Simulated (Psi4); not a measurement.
CS (SMILES [C-]#[S+]), singlet, geometry from GFN2-xTB; CCSD(T)/aug-cc-pVDZ in Psi4.

The Psi4 input:
```
memory 2 GB

molecule {
0 1
C    -0.00000000   -0.00000000   -1.10635751
S     0.00000000    0.00000000    0.41488407
}

set {
  basis aug-cc-pvdz
}

energy('ccsd(t)')
print_variables()
```

It wrote (shortened):

```
   => Loading Basis Set <=

    Name: AUG-CC-PVDZ
    Role: ORBITAL
    Keyword: BASIS

         ---------------------------------------------------------
                                   SCF
               by Justin Turney, Rob Parrish, Andy Simmonett
                          and Daniel G. A. Smith
                              RHF Reference
         ---------------------------------------------------------

  ==> Geometry <==

    Molecular point group: c2v
    Full point group: C_inf_v

    Geometry (in Angstrom), charge = 0, multiplicity = 1:

       Center              X                  Y                   Z               Mass
    ------------   -----------------  -----------------  -----------------  -----------------
         C            0.000000000000     0.000000000000    -1.106093999446    12.000000000000
         S            0.000000000000     0.000000000000     0.415147580554    31.972071174400

  Running in c2v symmetry.

  Rotational constants: A = ************  B =      0.83488  C =      0.83488 [cm^-1]
  Rotational constants: A = ************  B =  25029.12859  C =  25029.12859 [MHz]
  Nuclear repulsion =   33.394441022523196

  Charge       = 0
  Multiplicity = 1
  Electrons    = 22
  Nalpha       = 11
  Nbeta        = 11

  ==> Algorithm <==

  SCF Algorithm Type is PK.
  DIIS enabled.
  MOM disabled.
  Fractional occupation disabled.
  Guess Type is SAD.
  Energy threshold   = 1.00e-08
  Density threshold  = 1.00e-08
  Integral threshold = 1.00e-12

  ==> Primary Basis <==

  Basis Set: AUG-CC-PVDZ
    Blend: AUG-CC-PVDZ
    Number of shells: 20
    Number of basis functions: 50
    Number of Cartesian functions: 54
    Spherical Harmonics?: true
    Max angular momentum: 2

  ==> Integral Setup <==

  Using in-core PK algorithm.
   Calculation information:
      Number of atoms:                   2
      Number of AO shells:              20
      Number of primitives:             78
      Number of atomic orbitals:        54
      Number of basis functions:        50

      Integral cutoff                 1.00e-12
      Number of threads:                 1

  Performing in-core PK
  Using 1626900 doubles for integral storage.
  We computed 22155 shell quartets total.
  Whereas there are 22155 unique shell quartets.

  ==> DiskJK: Disk-Based J/K Matrices <==

    J tasked:                  Yes
    K tasked:                  Yes
    wK tasked:                  No
    Schwarz Cutoff:          1E-12

  Minimum eigenvalue in the overlap matrix is 4.7324276941E-04.
  Reciprocal condition number of the overlap matrix is 1.1191899442E-04.
    Using symmetric orthogonalization.

  ==> Pre-Iterations <==

  SCF Guess: Superposition of Atomic Densities via on-the-fly atomic UHF (no occupation information).

   -------------------------
    Irrep   Nso     Nmo
   -------------------------
     A1        24      24
     A2         4       4
     B1        11      11
     B2        11      11
   -------------------------
    Total      50      50
   -------------------------

  ==> Iterations <==

                        Total Energy        Delta E     RMS |[F,P]|

   @RHF iter SAD:  -434.69458857641791   -4.34695e+02   0.00000e+00
   @RHF iter   1:  -435.31395397625840   -6.19365e-01   4.99403e-03 ADIIS/DIIS
   @RHF iter   2:  -435.32507497236190   -1.11210e-02   4.26423e-03 ADIIS/DIIS
   @RHF iter   3:  -435.33333201288309   -8.25704e-03   6.71549e-04 ADIIS/DIIS
   @RHF iter   4:  -435.33400023433029   -6.68221e-04   2.81401e-04 ADIIS/DIIS
   @RHF iter   5:  -435.33410815029737   -1.07916e-04   7.38887e-05 DIIS
   @RHF iter   6:  -435.33411663557843   -8.48528e-06   9.89822e-06 DIIS
   @RHF iter   7:  -435.33411675243843   -1.16860e-07   2.12410e-06 DIIS
   @RHF iter   8:  -435.33411675735948   -4.92105e-09   4.11812e-07 DIIS
   @RHF iter   9:  -435.33411675760505   -2.45564e-10   3.78232e-08 DIIS
   @RHF iter  10:  -435.33411675760715   -2.10321e-12   4.77299e-09 DIIS
  Energy and wave function converged.

  ==> Post-Iterations <==

    Orbital Energies [Eh]
    ---------------------

    Doubly Occupied:

[...]
    Virtual:

[...]
    Final Occupation by Irrep:
             A1    A2    B1    B2
    DOCC [     7,    0,    2,    2 ]
    NA   [     7,    0,    2,    2 ]
    NB   [     7,    0,    2,    2 ]

  @RHF Final Energy:  -435.33411675760715

   => Energetics <=

    Nuclear Repulsion Energy =             33.3944410225231962
    One-Electron Energy =                -666.1202011873436959
    Two-Electron Energy =                 197.3916434072133370
    Total Energy =                       -435.3341167576071484

Computation Completed

Properties will be evaluated at   0.000000,   0.000000,   0.000000 [a0]

Properties computed using the SCF density matrix

 Multipole Moments:

 ------------------------------------------------------------------------------------
     Multipole            Electronic (a.u.)      Nuclear  (a.u.)        Total (a.u.)
 ------------------------------------------------------------------------------------

 L = 1.  Multiply by 2.5417464519 to convert [e a0] to [Debye]
 Dipole X            :          0.0000000            0.0000000            0.0000000
 Dipole Y            :          0.0000000            0.0000000            0.0000000
 Dipole Z            :          0.6315990            0.0109553            0.6425543
 Magnitude           :                                                    0.6425543

 ------------------------------------------------------------------------------------

 MINTS: Wrapper to libmints.
   by Justin Turney

   Calculation information:
      Number of threads:                 1
      Number of atoms:                   2
      Number of AO shells:              20
      Number of SO shells:              20
      Number of primitives:             78
      Number of atomic orbitals:        54
      Number of basis functions:        50

      Number of irreps:                  4
      Integral cutoff                 1.00e-12
[...]
	SCF energy                   =   -435.33411675760715
	One-electron energy          =   -666.12020118709643
	Two-electron energy          =    197.39164340696578
	Reference energy             =   -435.33411675760743

            **************************
            *                        *
            *        CCENERGY        *
            *                        *
            **************************

    Nuclear Rep. energy (wfn)     =   33.394441022523196
    SCF energy          (wfn)     = -435.334116757607148
    Reference energy    (file100) = -435.334116757607433

    Input parameters:
    -----------------
    Wave function   =     CCSD_T
    Reference wfn   =     RHF
    Brueckner       =     No
    Maxiter         =     50
    R_Convergence   =     1.0e-07
    E_Convergence   =     1.0e-06
    Restart         =     Yes
    DIIS            =     Yes
    AO Basis        =     NONE
    ABCD            =     NEW
    Cache Level     =     2
    Cache Type      =     LOW
    Print Level     =     1
    Num. of threads =     1
    # Amps to Print =     10
    Print MP2 Amps? =     No
    Analyze T2 Amps =     No
    Print Pair Ener =     No
    Local CC        =     No
    SCS-MP2         =     False
    SCSN-MP2        =     False
    SCS-CCSD        =     False

MP2 correlation energy -0.2626229168820076
                Solving CC Amplitude Equations
                ------------------------------
  Iter             Energy              RMS        T1Diag      D1Diag    New D1Diag    D2Diag
  ----     ---------------------    ---------   ----------  ----------  ----------   --------
     0        -0.262622916882008    0.000e+00    0.000000    0.000000    0.000000    0.164506
     1        -0.263839146725817    8.118e-02    0.012890    0.040087    0.040087    0.162757
     2        -0.274839892458937    3.289e-02    0.012373    0.036482    0.036482    0.173812
     3        -0.278385925374770    1.559e-02    0.015579    0.046031    0.046031    0.179399
     4        -0.278324308574624    3.908e-03    0.016262    0.047521    0.047521    0.180497
     5        -0.278407008860789    1.585e-03    0.016616    0.048464    0.048464    0.181089
     6        -0.278408237159924    3.806e-04    0.016690    0.048638    0.048638    0.181130
     7        -0.278406415082706    9.233e-05    0.016698    0.048659    0.048659    0.181123
     8        -0.278407692366229    3.174e-05    0.016702    0.048668    0.048668    0.181124
     9        -0.278407183039136    9.825e-06    0.016703    0.048671    0.048671    0.181122
    10        -0.278406978465855    3.055e-06    0.016703    0.048670    0.048670    0.181121
    11        -0.278407058541895    1.061e-06    0.016703    0.048670    0.048670    0.181121
    12        -0.278407028149367    3.726e-07    0.016703    0.048670    0.048670    0.181121
    13        -0.278407046702256    1.426e-07    0.016703    0.048670    0.048670    0.181121
    14        -0.278407047738830    3.587e-08    0.016703    0.048670    0.048670    0.181121

    Iterations converged.

    Largest TIA Amplitudes:
              8  21         0.0360225322
             10  30         0.0360225322
              6   4        -0.0262682507
              8  23         0.0183666879
             10  32         0.0183666879
              8  24         0.0150287673
             10  33         0.0150287673
              8  28         0.0131733472
             10  37         0.0131733472
              8  26         0.0118698374

    Largest TIjAb Amplitudes:
      8   8  21  21        -0.0756709975
     10  10  30  30        -0.0756709975
      8  10  21  30        -0.0482286896
     10   8  30  21        -0.0482286896
      6   6  21  21        -0.0417272089
      6   6  30  30        -0.0417272089
      8   8  21  23        -0.0411585366
      8   8  23  21        -0.0411585366
     10  10  30  32        -0.0411585366
     10  10  32  30        -0.0411585366

    SCF energy       (wfn)                    = -435.334116757607148
    Reference energy (file100)                = -435.334116757607433

    Opposite-spin MP2 correlation energy      =   -0.193787266554093
    Same-spin MP2 correlation energy          =   -0.068835650327914
    Singles MP2 correlation energy            =   -0.000000000000000
    MP2 correlation energy                    =   -0.262622916882008
      * MP2 total energy                      = -435.596739674489413

    Opposite-spin CCSD correlation energy     =   -0.217984005678221
    Same-spin CCSD correlation energy         =   -0.060423042060609
    Singles CCSD correlation energy           =    0.000000000000000
    CCSD correlation energy                   =   -0.278407047738830
      * CCSD total energy                     = -435.612523805346257

            **************************
            *                        *
            *        CCTRIPLES       *
            *                        *
            **************************

    Wave function   =    CCSD_T
    Reference wfn   =      RHF

    Nuclear Rep. energy (wfn)                =   33.394441022523196
    SCF energy          (wfn)                = -435.334116757607148
    Reference energy    (file100)            = -435.334116757607433
    CCSD energy         (file100)            =   -0.278407047738830
    Total CCSD energy   (file100)            = -435.612523805346257

    Number of ijk index combinations:              286
    Approx. words needed per explicit thread:           19652
    Number of threads for explicit ijk threading:    1

    MKL num_threads set to 1 for explicit threading.

    (T) energy                                =   -0.015856725602733
      * CCSD(T) total energy                  = -435.628380530949016

  Variable Map:
  ----------------------------------------------------------------------------
[...]
  Array Variable Map:
  ----------------------------------------------------------------------------
[...]
[...]
```
